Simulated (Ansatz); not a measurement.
Z-matrix (Å, degrees):
```
C
C 1 1.490
H 1 1.092 2 109.5
H 1 1.092 2 109.5 3 -117.2
H 1 1.087 2 110.0 3 121.4
O 2 1.208 1 125.8 3 -121.1
O 2 1.338 1 114.0 3 58.9
Si 7 1.688 2 112.2 1 -180.0
F 8 1.592 7 102.3 2 -180.0
H 8 1.472 7 111.2 2 65.3
H 8 1.472 7 111.2 2 -65.3
```

Charge 0, multiplicity 1.

Question: List the PBE0/def2-TZVPP orbital energies in eV (Ansatz). (Best estimate.)

Answer: The calculation gave: Occupied: -1804.24, -673.87, -523.96, -522.85, -282.32, -278.80, -146.38, -101.10, -101.05, -100.98, -33.31, -31.37, -28.70, -21.68, -17.53, -15.16, -14.45, -13.99, -13.97, -12.82, -12.71, -12.23, -11.88, -11.63, -10.52, -10.04, -9.46, -8.55. Lowest empty: -0.29, 0.60, 0.86, 1.60, 2.09, 3.06, 3.08, 3.31.
